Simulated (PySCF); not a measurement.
H3F2GaSi, singlet, at a GFN2-xTB geometry (such geometries of metal compounds can be far from the true shape). Base run: PBE/6-31G in PySCF.

The PySCF input:
```python
from pyscf import gto, scf, dft, solvent

mol = gto.Mole()
mol.atom = '''
    Ga    0.16753953   -0.18520433    0.25012195
    F     1.89151507   -0.64217655    0.24894207
    F    -0.55572900   -0.81926915    1.75267888
    Si   -0.97447365    1.06973261   -1.45972578
    H    -2.29760799    1.42201545   -0.93344756
    H    -1.09204710    0.22292905   -2.65380468
    H    -0.18351409    2.27314434   -1.74495575
'''
mol.basis = '6-31g'
mol.verbose = 3
mol.build()

mf = dft.RKS(mol)
mf.xc = 'pbe'
mf.kernel()
```

The base run was repeated with changes; each row names its change, and settings that it needs were set with it.

```
change                                                     ΔE vs base (kcal/mol)  dipole (D)  HOMO-LUMO gap (eV)
---------------------------------------------------------  ---------------------  ----------  ------------------
base                                                                       0.000        4.13                5.41
model = ddCOSMO; solvent = chloroform                                      -6.22        4.74                5.62
model = IEF-PCM; solvent = chloroform; lebedev_order = 41                  -6.59        4.73                5.65
model = COSMO; solvent = chloroform                                        -6.44        4.68                5.65
model = IEF-PCM; solvent = water                                           -9.18        4.93                5.69
model = IEF-PCM; solvent = tetrahydrofuran                                 -7.53        4.81                5.67
model = IEF-PCM; solvent = n-hexane                                        -3.39        4.46                5.53
model = IEF-PCM; solvent = chloroform; vdw_scale = 1.0                    -13.82        4.89                5.71
model = C-PCM; solvent = chloroform                                        -7.19        4.74                5.67
model = IEF-PCM; solvent = chloroform                                      -6.59        4.73                5.65
model = IEF-PCM; solvent = chloroform; vdw_scale = 1.1                     -9.30        4.81                5.69
model = IEF-PCM; solvent = chloroform; r_probe = 0.5                       -2.99        4.54                5.52
```

The base is the gas phase, so ΔE is the electrostatic part of solvation at a fixed geometry, without cavity and dispersion terms.
